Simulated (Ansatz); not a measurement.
**BH8OSi2+: structure from calculated spectroscopic constants**

These gas-phase data were calculated for one isomer of BH8OSi2+ at B3LYP/6-31G* (harmonic, unscaled wavenumbers; equilibrium rotational constants with average atomic masses):

| Quantity | Value |
| --- | --- |
| rotational constants | 6.483, 2.906, 2.111 GHz |
| all wavenumbers above 1500 cm⁻¹ | 2830, 2693, 2385, 2380, 2370, 2367, 2330, 2326 |

Candidates:

(1) `B[SiH2][OH+][SiH3]`, a singlet
(2) `B[O+]([SiH3])[SiH3]`, a singlet

Which candidate do the data belong to?

Candidate (2). No mode falls between 3300 and 4000 cm⁻¹, where the O–H stretch of (1) would stand.

The same quantities for all candidates:

|  | rotational constants (GHz) | wavenumbers above 1500 cm⁻¹ | E above the lowest, B3LYP/6-31G* (kcal/mol) |
| --- | --- | --- | --- |
| (1) | 7.783, 2.163, 1.811 | 3688, 2760, 2660, 2368, 2366, 2325, 2318, 2296 | 31.7 |
| (2) | 6.483, 2.906, 2.111 | 2830, 2693, 2385, 2380, 2370, 2367, 2330, 2326 | 0.0 |

Each candidate is one conformer. Programs: Ansatz 0.2.0.
